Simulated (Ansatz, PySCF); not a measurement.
Nb(S)(F)(Me)2 (C2H6FNbS), SMILES [CH3][Nb]([CH3])([F])=[S], multiplicity 1. Atoms are numbered in the order given.

```xyz
11

Nb    -0.0517    -0.0755     0.0958
S      0.9811     1.1088    -1.3701
F      1.0953    -0.9407     1.2980
C     -1.2457    -1.4632    -1.0115
H     -1.9740    -0.9041    -1.6261
H     -1.7927    -2.1056    -0.2953
H     -0.6509    -2.1013    -1.6858
C     -1.3902     1.2649     1.0905
H     -0.8731     2.1140     1.5672
H     -1.9435     0.6987     1.8639
H     -2.1084     1.6721     0.3564
```

Geometry optimised at B3LYP-D3(BJ)/def2-SVP. The multiplicity is an assumed one; other spin states were not compared. The def2 effective core potentials stand for the cores of Nb; spin–orbit coupling is left out.

Two levels are set side by side: PBE-D3(BJ)/def2-SVP (Ansatz, an electronic-structure program) and B3LYP-D3(BJ)/def2-SVP (Ansatz). Each level has its own optimised geometry; the coordinates shown are those of the second. Frequencies come from the Hessian of PySCF at each geometry. Differences are taken from unrounded values.

| quantity | B3LYP-D3(BJ) | PBE-D3(BJ) | PBE-D3(BJ) minus B3LYP-D3(BJ) |
|---|---|---|---|
| mean bond length (Å) | 1.493 | 1.498 | 0.005 |
| bond Nb1–S2 (Å) | 2.149 | 2.157 | 0.008 |
| bond Nb1–F3 (Å) | 1.873 | 1.876 | 0.002 |
| bond Nb1–C4 (Å) | 2.140 | 2.136 | -0.003 |
| bond Nb1–C8 (Å) | 2.140 | 2.136 | -0.003 |
| bond C4–H5 (Å) | 1.105 | 1.113 | 0.008 |
| bond C4–H6 (Å) | 1.107 | 1.114 | 0.008 |
| bond C4–H7 (Å) | 1.103 | 1.110 | 0.007 |
| bond C8–H9 (Å) | 1.103 | 1.110 | 0.007 |
| bond C8–H10 (Å) | 1.107 | 1.114 | 0.008 |
| bond C8–H11 (Å) | 1.105 | 1.113 | 0.008 |
| highest harmonic wavenumber (cm⁻¹) | 3113 | 3064 | -49 |
| mean harmonic wavenumber (cm⁻¹) | 1177 | 1148 | -30 |
| zero-point energy (kcal/mol) | 45.45 | 44.30 | -1.15 |

Exact exchange shortens and stiffens bonds; PBE has none. Differences between two approximate levels are no errors against the true value.
